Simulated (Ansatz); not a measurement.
Basis-set extrapolation for C$_{3}$H$_{10}$SSi, SMILES `CC(C)S[SiH3]` (PBE0-D4/def2-TZVP geometry, frozen core, Ansatz). Multiplicity 1, RHF reference.

|  | def2-TZVPP | def2-QZVPP |
| --- | --- | --- |
| HF | -805.979036 | -806.005020 |
| MP2 correlation | -0.839618 | -0.898176 |
| CCSD(T) correlation | -0.945484 | not run |

Energies in hartree. Use E(X) = E(∞) + A·exp(−7.88·√X) for Hartree–Fock and E(X) = E(∞) + B·X^(−2.97) for correlation, with X = 3 and 4, and add CCSD(T) minus MP2 of the smaller set to the MP2 limit.

Question: What is the CCSD(T) energy at the basis-set limit?

Answer: HF limit: -806.005020 + (-0.025984) × 0.13774 = -806.00860. MP2 limit: -0.898176 + (-0.058558) × 0.74074 = -0.94155. Higher-order term: -0.945484 − (-0.839618) = -0.10587. Total: -807.05602 hartree, 345.3 kJ/mol below CCSD(T)/def2-TZVPP.
